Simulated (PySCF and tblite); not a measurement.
Values are calculated unless marked as measured or tabulated.
C₅H₈F₄, numbered as in [F:1][CH2:2][CH2:3][CH2:4][CH2:5][C:6]([F:7])([F:8])[F:9].

Free energies: B3LYP-D3(BJ)/def2-SVP (IEF-PCM, methanol) on GFN2-xTB structures plus GFN2-xTB thermal terms, symmetry and mirror images included. Conformers within 3 kcal/mol (GFN2-xTB free energy) were kept, 8 at most. GIAO shieldings: mPW1PW91/pcSseg-1 (IEF-PCM, methanol). Shifts are against TMS (¹H), TMS (¹³C) at the same level. Programs: PySCF with density fitting and tblite.

Problem. What shifts does this protocol give at 298.15 K under fast conformational exchange?

Solution. ¹H: 4.96 (H2, 2H), 2.38 (H5, 2H), 1.80 (H4, 2H), 1.79 (H3, 2H) ppm. ¹³C: 138.2 (C6), 88.6 (C2), 38.9 (C5), 34.7 (C3), 24.2 (C4) ppm.

Problem. How do the conformers differ?

Solution. Torsions listed: F1–C2–C3–C4, C2–C3–C4–C5, C3–C4–C5–C6. Of a mirror pair one member is shown.
```csv
conformer,shape,weight %
1,"66°, -178°, -178°",28.3
2,"-75°, 66°, 177°",18.9
3,"64°, -173°, -68°",13.2
4,"-60°, -67°, -171°",13.2
5,"63°, 172°, 67°",9.4
```

Not shown: 3 more, 16.9 % in all.

| signal | 1 | 2 | 3 | 4 | 5 | average |
| --- | --- | --- | --- | --- | --- | --- |
| H2 | 4.97 | 5.01 | 4.92 | 4.91 | 4.94 | 4.96 |
| H3 | 1.67 | 1.85 | 1.78 | 1.84 | 1.77 | 1.79 |
| H4 | 1.79 | 1.85 | 1.86 | 1.86 | 1.87 | 1.80 |
| H5 | 2.31 | 2.44 | 2.46 | 2.35 | 2.47 | 2.38 |
| C2 | 88.6 | 91.0 | 88.2 | 84.0 | 89.5 | 88.6 |
| C3 | 35.5 | 34.2 | 35.2 | 34.0 | 34.9 | 34.7 |
| C4 | 24.6 | 27.4 | 23.8 | 20.7 | 25.1 | 24.2 |
| C5 | 39.7 | 39.6 | 38.7 | 37.0 | 38.9 | 38.9 |
| C6 | 137.9 | 138.1 | 138.5 | 138.5 | 138.2 | 138.2 |

Shifts are unscaled: against experiment ¹³C can be off by 15 ppm or more and ¹H by 0.8 ppm. For its torsions the set is small; conformers may be missing.


Conformer gaps in def2-SVP on xTB geometries can be 2 kcal/mol too large for S=O, P=O and other polar bonds.